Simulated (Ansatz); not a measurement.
`[GeH3][SiH2][GeH2][SiH2][GeH2][GeH3]` + SiH₄ → `[SiH3][SiH2][GeH2][SiH2][GeH3]` + digermane  (formal exchange of groups at the Si–Ge bond)

Program: Ansatz. Geometries: PBE0-D4/def2-TZVP. ΔE: electronic, gas phase. CCSD(T)/CBS is the MP2 limit (def2-TZVPP, def2-QZVPP) plus CCSD(T) − MP2 in def2-TZVPP, frozen cores. This one scheme is used for every species. Functionals use def2-TZVPP. For Ge outer-core shells are correlated without core-valence functions, which leaves a few kJ/mol of doubt a bond. Scalar relativity is left out up to krypton. One conformer a species, not always the lowest.

```
                               species  PBE0-D4 energy (Eh)
`[GeH3][SiH2][GeH2][SiH2][GeH2][GeH3]`          -8894.17487
                                  SiH₄           -291.75788
      `[SiH3][SiH2][GeH2][SiH2][GeH3]`          -5028.84689
                        `[GeH3][GeH3]`          -4157.07779
```

(1) Work out ΔE.

Largest T1 diagnostic among the species: 0.013.

Answers

(1) ΔE = (-5028.84689) + (-4157.07779) − (-8894.17487) − (-291.75788) = 0.00807 Eh = +21.2 kJ/mol. CCSD(T)/CBS gives +27.0 kJ/mol.

The D4 term adds +11.1 kJ/mol with B3LYP and +6.8 kJ/mol with PBE0; it sums over pairs of atoms, weighted by their polarisabilities, and B3LYP, whose exchange is more repulsive, gets the larger term. Leaving LDA and LC-ωPBE aside and taking each functional with its dispersion term where it has one, the values, not all of them listed here, spread over 14.4 kJ/mol, from B97M-V to BHLYP-D4. LDA lies +5.1 kJ/mol from PBE without D4. In def2-TZVPP, CCSD(T) changes the Hartree–Fock value by +13.6 kJ/mol (the triples alone add +2.0 kJ/mol) and MP2 by +19.2 kJ/mol.

B3LYP here is the variant with VWN-RPA as its local correlation; programs differ in this.
